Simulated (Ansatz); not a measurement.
**Energy profile**

The step: BBrCl₂ ([Cl][B]([Cl])[Br]) + HF → BCl₂F ([F][B]([Cl])[Cl]) + HBr; bonds formed: B1–F6, Br2–H5; bonds broken: B1–Br2, H5–F6 (atoms numbered as in the saddle structure below).

B1  (-0.235, -0.394, 0.103)
Br2  (-0.540, 1.671, -0.624)
Cl3  (-0.551, -1.573, -1.159)
Cl4  (-0.904, -0.615, 1.710)
H5  (0.966, 0.975, -0.207)
F6  (1.263, -0.064, 0.177)
(Å)

Electronic energies by CCSD(T) at an estimated basis limit (MP2 extrapolated from triple and quadruple zeta, plus CCSD(T) − MP2 in triple zeta), on PBE0-D4/def2-TZVP structures; BHBrCl2F, singlet; no counterpoise correction. Computed with Ansatz 0.2.0 (basis: def2-TZVPP and def2-QZVPP); correlated methods freeze the cores. Filled d shells of the heavier atoms are correlated. The def2 sets are not built for correlating such inner shells, so the correlated values are less sure here. Extrapolation: Hartree–Fock as exp(−7.88 √X), correlation as X^−2.97.

(1) Give the profile in eV, counted from the separated reactants. (To be estimated.)

T1 diagnostic: at most 0.012.

## Answers

(1) The calculation gives:
```tsv
point	eV
separated: BBrCl2 (linked as [Cl][B]([Cl])[Br]; B1, Br2, Cl3, Cl4; singlet) + HF (H5, F6; singlet)	0.000
start structure	-0.086
saddle	0.728
end structure	-0.728
separated: BCl2F (linked as [F][B]([Cl])[Cl]; B1, Cl3, Cl4, F6; singlet) + HBr (Br2, H5; singlet)	-0.630
```

For scale, one of the runs: CCSD(T)/def2-TZVPP, 208 basis functions, launched by `ansatz run in.yaml --threads 4 --pin off --events-out ev --progress --plain --max-ram 9574MiB`. The run took 2.4 min on 4 CPU threads of an Arm Neoverse V1 (shared host), with 2.8 GiB of host memory at its peak.
